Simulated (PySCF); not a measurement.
Al(Me)2 (C2H6Al), SMILES [CH3][Al][CH3], multiplicity 2. Atoms are numbered in the order given.

```xyz
9

Al     0.0000     0.0000     0.6456
C      1.6862     0.0000    -0.3895
H      1.7135    -0.8813    -1.0401
H      2.5895     0.0000     0.2208
H      1.7135     0.8813    -1.0401
C     -1.6862     0.0000    -0.3895
H     -1.7135    -0.8813    -1.0401
H     -1.7135     0.8813    -1.0401
H     -2.5895     0.0000     0.2208
```
Charge 0, spin multiplicity 2.

Coordinates come from a B3LYP-D3(BJ)/def2-TZVP optimisation. The multiplicity is an assumed one; other spin states were not compared. The isomer is the one that the SMILES or the coordinates give; other isomers of the formula were not compared.

Two levels are set side by side: PBE/pcH-1 (PySCF) and B3LYP/pcH-1 (PySCF). Contact hyperfine couplings, same geometry. Differences are taken from unrounded values.

| quantity | PBE |
|---|---|
| A(iso) of 27Al, atom Al1 (MHz) | 600.5 |
| A(iso) of 13C, atom C2 (MHz) | 81.0 |
| A(iso) of 1H, atom H3 (MHz) | 8.5 |
| A(iso) of 1H, atom H4 (MHz) | -1.9 |
| A(iso) of 1H, atom H5 (MHz) | 8.5 |
| A(iso) of 13C, atom C6 (MHz) | 81.0 |
| A(iso) of 1H, atom H7 (MHz) | 8.5 |
| A(iso) of 1H, atom H8 (MHz) | 8.5 |
| A(iso) of 1H, atom H9 (MHz) | -1.9 |

**Question.** These are the PBE values. What does B3LYP give? (Estimate from the structure and the level; the computed values follow.)

**Answer.** 
```csv
quantity,B3LYP,PBE minus B3LYP
"A(iso) of 27Al, atom Al1 (MHz)",666.3,-65.9
"A(iso) of 13C, atom C2 (MHz)",90.9,-9.8
"A(iso) of 1H, atom H3 (MHz)",9.0,-0.5
"A(iso) of 1H, atom H4 (MHz)",-2.8,0.9
"A(iso) of 1H, atom H5 (MHz)",9.0,-0.5
"A(iso) of 13C, atom C6 (MHz)",90.9,-9.8
"A(iso) of 1H, atom H7 (MHz)",9.0,-0.5
"A(iso) of 1H, atom H8 (MHz)",9.0,-0.5
"A(iso) of 1H, atom H9 (MHz)",-2.8,0.9
```

Rough cost on one machine, each run with all the roots and properties that it gave: B3LYP against PBE within a factor of 2.
